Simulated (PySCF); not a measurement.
Ga(H)2(OSiH3) (GaH5OSi), SMILES [SiH3][O][GaH2].

The structure is a stationary point at PBE0-D3(BJ)/def2-SVP.

Calculation: C-PCM-PBE0/def2-SVP run with PySCF 2.14.0.

The values are the electrostatic part of the solvation free energy, E(continuum) − E(gas) at the gas-phase geometry, in a cavity of scaled van der Waals radii (PySCF's table); cavitation and dispersion terms are not included. A continuum can't describe solvent molecules that bind to the metal. In vacuum the orbital gap is 6.85 eV. The dipole moment in vacuum is 1.32 D.

Q: Estimate the values in water (ε = 78.36), methanol (ε = 32.61), ethylethanoate (ε = 5.99). (The exact figures need the calculation; the answer reports its results.)

A: 
| solvent | ε | ΔG(elec) (kcal/mol) | dipole (D) | gap (eV) |
|---|---|---|---|---|
| water | 78.36 | -3.2 | 1.68 | 7.26 |
| methanol | 32.61 | -3.2 | 1.68 | 7.26 |
| ethylethanoate | 5.99 | -2.7 | 1.62 | 7.20 |
